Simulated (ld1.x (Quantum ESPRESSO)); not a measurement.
What one change does to a pseudopotential (H (Z = 1), TM)

ld1.x (Quantum ESPRESSO) 7.5 input, shortened:

```
&input
   title='H', zed=1., rel=1, dft='PZ', iswitch=3,
   config='1s1 2p-2'
 /
 &inputp
   pseudotype=2, tm=.true., lloc=0,
   nlcc=.false.
 /
2
2P  2  1  -2.00   0.50  1.00  1.00  0.0
1S  1  0   1.00   0.00  1.15  1.15  0.0
 &test
   configts(1)='1s1'
 /
```

All-electron outer shells of the reference configuration (LDA (PZ), scalar-relativistic, ld1.x):

```json
{"shell": "1s", "level (eV)": "-6.36", "outermost node (bohr)": "–", "outermost maximum (bohr)": "1.05"}
```

Change: wave 1s (bound): rc 1.15 bohr becomes 1s (bound): rc 1.60 bohr.

Cutoffs: the cutoffs (Ry, on a coarse ladder) from which the occupation-weighted sum of valence levels, in a spherical-Bessel basis at the reference potential, stays within 10 and 1 mRy of its value at 400 Ry; they do not see the model core or the augmentation charge, which bear on the density cutoff. Errors are all-electron minus pseudo energies relative to the spin-unpolarised reference configuration.

**Question.** Predict the effect on cutoff, ghosts and configuration errors.

**Answer.** The potential gets softer (21 Ry and 40 Ry → 15 Ry and 25 Ry); of the 3 tests that both files solve, the error grows in 3 and shrinks in 0 by more than 15 % and 0.3 meV (median size 1.4 → 4.2 meV); neither file shows a bound ghost. A larger radius leaves more room for a smooth pseudo-wave, so fewer plane waves are needed. More of the atom is replaced by a form fitted at one configuration, so other configurations suffer.

| quantity | base | changed |
| --- | --- | --- |
| cutoff, loose | 21 Ry | 15 Ry |
| cutoff, tight | 40 Ry | 25 Ry |
| bound ghosts | none | none |
| error for 1s0.5, meV [ΔE 4.64 eV] | +1.0 | +4.2 |
| error for 1s1 (spin-polarised), meV [ΔE -0.90 eV] | -3.5 | -11 |
| error for 1s0.5 (spin-polarised), meV [ΔE 4.26 eV] | -1.4 | -3.5 |
